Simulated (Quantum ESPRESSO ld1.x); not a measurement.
Problem. Radial electron density D(r) = 4 pi r^2 rho(r) of an atom or ion with 52 electrons. Method: scalar-relativistic Kohn-Sham, LDA (Slater exchange, Perdew-Zunger correlation), spin-polarised, spherical densities, point nucleus; computed with ld1.x of Quantum ESPRESSO 7.5.

r (bohr)  D(r) (e/bohr)   spin D(r)
0.002082          13.89  -0.0000386
0.002405          17.15  -0.0000480
0.002755          20.82  -0.0000589
0.003182          25.37  -0.0000729
0.003674          30.65  -0.0000901
0.004243          36.66   -0.000111
0.004862          42.97   -0.000136
0.005615          50.19   -0.000169
0.006484          57.76   -0.000210
0.007429          64.94   -0.000262
0.008579          72.16   -0.000337
0.009908          78.47   -0.000440
0.01144           83.32   -0.000587
0.01311           86.13   -0.000784
0.01514           86.93    -0.00108
0.01749           85.59    -0.00150
0.02003           82.84    -0.00205
0.02314           79.42    -0.00281
0.02672           77.01    -0.00377
0.03086           77.27    -0.00490
0.03535           81.07    -0.00604
0.04083           88.96    -0.00714
0.04715           99.39    -0.00784
0.05402           108.9    -0.00780
0.06239           115.1    -0.00653
0.07205           114.7    -0.00314
0.08321           107.5     0.00422
0.09533           97.64      0.0188
0.1101            89.27      0.0516
0.1272            87.81       0.121
0.1457            93.10       0.248
0.1682            100.5       0.493
0.1943            101.6       0.905
0.2244            91.03        1.54
0.2571            72.72        2.35
0.2969            53.43        3.42
0.3429            43.19        4.59
0.3928            43.51        5.61
0.4537            48.35        6.36
0.5239            49.42        6.54
0.6051            43.01        6.08
0.6932            32.37        5.16
0.8006            20.96        3.88
0.9246            12.46        2.58
1.059             7.350        1.53
1.223             4.012       0.739
1.413             1.940       0.287
1.632            0.7568      0.0850
1.869            0.2382      0.0200
2.159           0.04970     0.00296
2.493          0.006882    0.000270
2.857         0.0006916   0.0000157

What is the nuclear charge?

Solution. Z = 65. The innermost maximum, from 1s, lies near gamma/Z bohr with gamma = sqrt(1 - (Z/c)^2) = 0.880, here 0.0135 bohr (found: 0.0148), and its height grows with Z. The density is that of the terbium ion Tb13+ in [Kr] 4d10 4f4 5s2; the configuration itself is not fixed sharply by these data, and Z only to a few units. D(r) has 4 maxima, at r = 0.0148, 0.0665, 0.184, 0.499 bohr, and minima at 0.0285, 0.121, 0.363 bohr, inside which lie 1.94, 11.14, 29.29 electrons.
